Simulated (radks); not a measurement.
The numbers below are computed, except where a source is named.
Task: These are the eigenvalues of the occupied orbitals of an atom or ion with whole-number occupations (hartree). Level of theory: non-relativistic Kohn-Sham, PBE, spin-polarised, spherical densities, point nucleus (a radial shooting solver on a logarithmic mesh with Libxc functionals).

1s up: -2410.663
1s down: -2410.658
2s up: -398.5169
2s down: -398.5009
2p up: -382.2808
2p down: -382.2679
3s up: -92.39381
3s down: -92.38667
3p up: -84.84331
3p down: -84.83578
3d up: -70.76757
3d down: -70.75636
4s up: -19.69126
4s down: -19.67569
4p up: -16.51537
4p down: -16.49875
4d up: -10.71819
4d down: -10.69802
5s up: -3.76014
4f up: -3.11098
4f down: -3.07797
5p up: -2.81112
5p down: -2.64426
5d up: -1.35777

Which element is it, and in what charge state? The configuration may be excited. Open shells, if any, are filled with parallel spins first.

Result: Z = 75, rhenium, charge +3: Re3+ in [Kr] 4d10 4f14 5s1 5p6 5d5. The list shows which subshells hold electrons but not how many an open one holds; the 1s level, -2410.7 hartree, gives Z - s = 69.4 by -(Z - s)^2/2, which with screening narrows Z to a few neighbours, and the depths of the outer levels then fix element, charge and occupations together.
